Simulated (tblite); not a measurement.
C5H15AlS.
Z-matrix (Å and degrees, GFN2-xTB geometry), rows numbered from 1:
```
C 
C   1  1.5233
C   2  1.5267  1  111.30
C   3  1.5178  2  111.68  1  -179.65
S   4  1.8313  3  109.88  2  -179.09
C   5  1.8105  4   99.87  3  -152.84
Al  5  2.4641  4   95.88  3   -60.82
H   1  1.0871  2  110.35  3    59.88
H   1  1.0874  2  110.47  3   -59.96
H   1  1.0871  2  110.56  3   179.98
H   2  1.0921  1  109.53  3  -120.90
H   2  1.0928  1  109.59  3   121.04
H   3  1.0979  2  109.56  1   -59.61
H   3  1.0922  2  109.90  1    58.74
H   4  1.0904  3  110.59  2    62.55
H   4  1.0909  3  111.65  2   -60.02
H   6  1.0927  5  109.53  4    72.64
H   6  1.0856  5  109.03  4   -49.21
H   6  1.0856  5  107.08  4  -168.24
H   7  1.5650  5   98.22  4    87.72
H   7  1.5678  5   94.48  4  -151.14
H   7  1.5802  5   94.72  4   -34.23
```

Calculated harmonic vibrations of the isolated species, GFN2-xTB (tblite), most abundant isotopes, no scaling. Against measured fundamentals such values can be off by several per cent, at times by over 20. Modes of hydrogen on aluminium can be 10 to 20 % off. One conformer, not necessarily the lowest.

Harmonic wavenumbers (cm⁻¹): 51.8, 70.8, 98.8, 124.0, 144.8, 171.0, 180.2, 230.8, 242.4, 266.3, 282.4, 317.5, 411.4, 468.1, 514.0, 721.0, 740.5, 756.3, 766.1, 776.8, 784.1, 813.3, 922.0, 936.1, 947.1, 955.5, 1047.2, 1073.8, 1104.1, 1122.1, 1204.1, 1217.5, 1254.5, 1271.9, 1298.8, 1312.9, 1357.7, 1415.8, 1420.7, 1431.9, 1441.8, 1466.2, 1493.2, 1500.1, 1502.8, 1611.7, 1677.4, 1689.1, 2905.3, 2939.0, 2966.6, 2969.1, 2975.3, 2980.0, 2987.6, 3039.2, 3039.7, 3042.0, 3045.4, 3053.4.

A = 2684, B = 829.3, C = 695.7 MHz; mass 134.071 u (most abundant isotopes); point group C1, symmetry number 1.

Zero-point energy?

½Σν̃ = 39275 cm⁻¹ = 469.84 kJ/mol.

Entropy at 298.15 K, 1 bar (ideal gas, RRHO, classical rotation)?

Translation 169.95, rotation 124.34, vibration 150.85: S = 445.1 J/(mol K).

And Cp and H(298.15 K) − H(0)?

Cp = 183.95 J/(mol K), of which vibrations give 150.69 (their classical limit is 60 R = 498.9); H(298.15 K) − H(0) = 33.65 kJ/mol without the zero-point energy, 23.74 from vibrations.

Blend soft modes into free rotors: weight 1/[1 + (100 cm⁻¹/ν̃)⁴] for the oscillator and the rest for a rotor with moment μB/(μ + B), μ = h/(8π²ν), B = 10⁻⁴⁴ kg m². What vibrational entropy results?

140.95 J/(mol K) in place of 150.85, which changes −T·S at 298.15 K by +2.95 kJ/mol.

What must be added to the electronic energy to get the Gibbs energy at 298.15 K and 1 bar?

ZPE + [H(298.15 K) − H(0)] − T·S = 469.84 + 33.65 − 132.72 = 370.77 kJ/mol.

How do the functions run with temperature in this model?

```csv
T (K),S (J/(mol K)),Cp (J/(mol K)),H − H(0) (kJ/mol),G − H(0) (kJ/mol),ln q(vib)
50,248.9,60.1,2.15,-10.30,0.52
100,301.5,93.7,6.04,-24.11,1.97
373.15,490.2,218.5,48.75,-134.15,10.95
500,561.7,271.1,79.91,-200.93,14.87
750,687.1,347.1,157.87,-357.43,22.23
1000,794.3,397.3,251.33,-542.94,29.07
```

q(vib) and H(0) count from the zero-point level.

Hindered rotation and anharmonicity are outside this model. Other conformers, if any are populated, would add a mixing term that is left out. The structure is chiral; the term R ln 2 for an equal mix with its mirror image is left out.

On one thread of an Arm Neoverse V1 (shared host), this took 0.98 s of wall time. The figure is for the frequency step alone.
